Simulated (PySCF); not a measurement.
# Bond lengths and vibrations by method: FH3NSi cation

All numbers below are calculated, not measured. The program is PySCF 2.14.0, an open-source quantum chemistry code, run on an isolated molecule that a program drew, which may never have been made. The molecule is FH3NSi cation (charge +1, singlet), drawn as the SMILES string `N[SiH+]F`.

The geometry was optimised and harmonic frequencies were computed with HF and MP2, all in the cc-pV(D+d)Z basis, for the commonest isotopes, with a restricted reference for singlets and an unrestricted one otherwise, and a frozen core in MP2. Each result is a local minimum of its method.

Geometry at the HF minimum:
```xyz
6
FH3NSi cation, angstrom
N    -2.1145    1.7310    1.4318
Si   -2.2302    0.1654    1.0472
F    -2.2317   -0.2091   -0.4611
H    -2.1056    2.0663    2.3828
H    -2.0438    2.4746    0.7532
H    -2.3326   -0.9125    2.0076
```

Lengths of the bonds as drawn, in Å (atoms numbered as above):
| bond | HF | MP2 |
|---|---|---|
| N1-Si2 | 1.616 | 1.635 |
| Si2-F3 | 1.554 | 1.578 |
| N1-H4 | 1.008 | 1.024 |
| N1-H5 | 1.009 | 1.024 |
| Si2-H6 | 1.447 | 1.455 |

Rotational constants, in GHz:
| constant | HF | MP2 |
|---|---|---|
| A | 32.19 | 31.99 |
| B | 7.467 | 7.206 |
| C | 6.061 | 5.881 |

Harmonic frequencies in cm^-1, each column in rising order, so a row needn't be the same motion in every method:
| rank | HF | MP2 |
|---|---|---|
| 1 | 303 | 285 |
| 2 | 489 | 477 |
| 3 | 632 | 555 |
| 4 | 694 | 664 |
| 5 | 774 | 719 |
| 6 | 906 | ? |
| 7 | 993 | 941 |
| 8 | 1162 | 1115 |
| 9 | 1663 | 1538 |
| 10 | 2519 | 2449 |
| 11 | 3711 | 3537 |
| 12 | 3807 | 3643 |

**Estimate the missing MP2 frequency from the HF column.**

A single factor s that minimises the squared misfit of MP2 against s times HF over the other rows is sum(HF x MP2) / sum(HF^2) = 0.9546, with an rms misfit of 26 cm^-1. For rank 6 it gives 0.9546 x 906 = 865 cm^-1. The calculation gives 854 cm^-1, 11 cm^-1 below the estimate. The drawn bonds are on average 1.3 % longer in MP2 than in HF.
